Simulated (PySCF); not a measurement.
## Broadened absorption spectrum of C3H8FNSi

Compound: C₃H₈FNSi.
SMILES with atom numbers: `[F:1][Si@H:2]1[CH2:3][CH2:4][CH2:5][NH:6]1` (hydrogens: H7 on Si2; H8, H9 on C3; H10, H11 on C4; H12, H13 on C5; H14 on N6)

Structure used (GFN2-xTB), in Å, numbered top down from 1:
```xyz
14
C3H8FNSi angstrom
F      0.7406    2.3028    1.3469
Si     0.4165    1.4749   -0.0031
C      1.2756   -0.2085   -0.1473
C      0.1920   -1.2062    0.2739
C     -1.1581   -0.6516   -0.1785
N     -1.1324    0.7672    0.1289
H      0.6738    2.4362   -1.0631
H      1.5698   -0.3941   -1.1799
H      2.1678   -0.3224    0.4636
H      0.3632   -2.2013   -0.1386
H      0.1848   -1.2809    1.3620
H     -1.2995   -0.8255   -1.2548
H     -1.9831   -1.1325    0.3550
H     -2.0117    1.2414    0.0127
```

Method used: TDDFT PBE0/def2-SVPD, vertical, gas phase, core orbitals frozen in the response (PySCF).

Computed states:

| state | E (eV) | f |
| --- | --- | --- |
| S1 | 6.34 | 0.0047 |
| S2 | 6.79 | 0.018 |
| S3 | 7.21 | 0.063 |
| S4 | 7.51 | 0.0043 |
| S5 | 7.65 | 0.0051 |
| S6 | 7.77 | 0.047 |
| S7 | 7.98 | 0.029 |
| S8 | 8.17 | 0.029 |

Each state is given a Gaussian of 0.3 eV full width at half maximum, with ε(max) = 2.175×10⁸ f / Δν̃ (Δν̃ the width in cm⁻¹). The width is an assumption, not a result. The curve ends short of the highest state used, and states not computed would add to its high-energy end.

Problem. Give the broadened spectrum and its maxima.

Solution. 
```json
{"λ (nm)": "163.8", "ε (L mol⁻¹ cm⁻¹)": "2032"}
{"λ (nm)": "164.6", "ε (L mol⁻¹ cm⁻¹)": "1634"}
{"λ (nm)": "165.5", "ε (L mol⁻¹ cm⁻¹)": "1457"}
{"λ (nm)": "166.3", "ε (L mol⁻¹ cm⁻¹)": "1564"}
{"λ (nm)": "167.2", "ε (L mol⁻¹ cm⁻¹)": "1990"}
{"λ (nm)": "168.0", "ε (L mol⁻¹ cm⁻¹)": "2618"}
{"λ (nm)": "168.9", "ε (L mol⁻¹ cm⁻¹)": "3519"}
{"λ (nm)": "169.8", "ε (L mol⁻¹ cm⁻¹)": "4462"}
{"λ (nm)": "170.6", "ε (L mol⁻¹ cm⁻¹)": "5166"}
{"λ (nm)": "171.5", "ε (L mol⁻¹ cm⁻¹)": "5628"}
{"λ (nm)": "172.3", "ε (L mol⁻¹ cm⁻¹)": "5656"}
{"λ (nm)": "173.2", "ε (L mol⁻¹ cm⁻¹)": "5259"}
{"λ (nm)": "174.0", "ε (L mol⁻¹ cm⁻¹)": "4612"}
{"λ (nm)": "174.9", "ε (L mol⁻¹ cm⁻¹)": "3722"}
{"λ (nm)": "175.7", "ε (L mol⁻¹ cm⁻¹)": "2934"}
{"λ (nm)": "176.6", "ε (L mol⁻¹ cm⁻¹)": "2192"}
{"λ (nm)": "177.4", "ε (L mol⁻¹ cm⁻¹)": "1727"}
{"λ (nm)": "178.3", "ε (L mol⁻¹ cm⁻¹)": "1437"}
{"λ (nm)": "179.1", "ε (L mol⁻¹ cm⁻¹)": "1356"}
{"λ (nm)": "180.0", "ε (L mol⁻¹ cm⁻¹)": "1397"}
{"λ (nm)": "180.8", "ε (L mol⁻¹ cm⁻¹)": "1486"}
{"λ (nm)": "181.7", "ε (L mol⁻¹ cm⁻¹)": "1575"}
{"λ (nm)": "182.5", "ε (L mol⁻¹ cm⁻¹)": "1603"}
{"λ (nm)": "183.4", "ε (L mol⁻¹ cm⁻¹)": "1551"}
{"λ (nm)": "184.2", "ε (L mol⁻¹ cm⁻¹)": "1431"}
{"λ (nm)": "185.1", "ε (L mol⁻¹ cm⁻¹)": "1235"}
{"λ (nm)": "185.9", "ε (L mol⁻¹ cm⁻¹)": "1032"}
{"λ (nm)": "186.8", "ε (L mol⁻¹ cm⁻¹)": "805"}
{"λ (nm)": "187.6", "ε (L mol⁻¹ cm⁻¹)": "626"}
{"λ (nm)": "188.5", "ε (L mol⁻¹ cm⁻¹)": "469"}
{"λ (nm)": "189.4", "ε (L mol⁻¹ cm⁻¹)": "365"}
{"λ (nm)": "190.2", "ε (L mol⁻¹ cm⁻¹)": "317"}
{"λ (nm)": "191.1", "ε (L mol⁻¹ cm⁻¹)": "303"}
{"λ (nm)": "191.9", "ε (L mol⁻¹ cm⁻¹)": "316"}
{"λ (nm)": "192.8", "ε (L mol⁻¹ cm⁻¹)": "348"}
{"λ (nm)": "193.6", "ε (L mol⁻¹ cm⁻¹)": "380"}
{"λ (nm)": "194.5", "ε (L mol⁻¹ cm⁻¹)": "409"}
{"λ (nm)": "195.3", "ε (L mol⁻¹ cm⁻¹)": "422"}
{"λ (nm)": "196.2", "ε (L mol⁻¹ cm⁻¹)": "418"}
{"λ (nm)": "197.0", "ε (L mol⁻¹ cm⁻¹)": "399"}
{"λ (nm)": "197.9", "ε (L mol⁻¹ cm⁻¹)": "361"}
{"λ (nm)": "198.7", "ε (L mol⁻¹ cm⁻¹)": "317"}
{"λ (nm)": "199.6", "ε (L mol⁻¹ cm⁻¹)": "262"}
{"λ (nm)": "200.4", "ε (L mol⁻¹ cm⁻¹)": "213"}
{"λ (nm)": "201.3", "ε (L mol⁻¹ cm⁻¹)": "161"}
{"λ (nm)": "202.1", "ε (L mol⁻¹ cm⁻¹)": "121"}
{"λ (nm)": "203.0", "ε (L mol⁻¹ cm⁻¹)": "85"}
{"λ (nm)": "203.8", "ε (L mol⁻¹ cm⁻¹)": "59"}
{"λ (nm)": "204.7", "ε (L mol⁻¹ cm⁻¹)": "38"}
{"λ (nm)": "205.5", "ε (L mol⁻¹ cm⁻¹)": "25"}
{"λ (nm)": "206.4", "ε (L mol⁻¹ cm⁻¹)": "15"}
{"λ (nm)": "207.3", "ε (L mol⁻¹ cm⁻¹)": "9"}
{"λ (nm)": "208.1", "ε (L mol⁻¹ cm⁻¹)": "5"}
{"λ (nm)": "209.0", "ε (L mol⁻¹ cm⁻¹)": "3"}
{"λ (nm)": "209.8", "ε (L mol⁻¹ cm⁻¹)": "2"}
{"λ (nm)": "210.7", "ε (L mol⁻¹ cm⁻¹)": "1"}
```

Maxima: 196 nm (6.34 eV), ε about 420, made up of S1 (99%); 182 nm (6.80 eV), ε about 1600, made up of S2 (98%); 172 nm (7.21 eV), ε about 5700, made up of S3 (99%) (ε in L mol⁻¹ cm⁻¹; maxima over ε = 5, shares over 10%). At its high-energy end, 7.57 eV, the curve is still rising (ε about 2000, from S4, S5 and S6).

Problem. What would ε be at 7.21 eV, the highest of these maxima, with half the width (0.15 eV)?

Solution. About 11300 L mol⁻¹ cm⁻¹ against 5690, a factor of about 1.99; a lone state at its own centre would give exactly 2.

Problem. On this curve, what absorbance would a 10⁻⁴ mol/L sample give at 193 nm over a 1 cm path?

Solution. 193 nm is 6.424 eV, where ε is about 360 L mol⁻¹ cm⁻¹, so A = ε c l ≈ 0.036 (Beer–Lambert, with the gas-phase spectrum and the assumed width).

Problem. Coming from long wavelengths, where does ε first pass 100 L mol⁻¹ cm⁻¹?

Solution. At about 203 nm (6.12 eV), 0.22 eV below S1.

One conformer stands for the species.

Without π bonds the low states are Rydberg-like; a valence basis with one diffuse set may place them up to an eV too high.
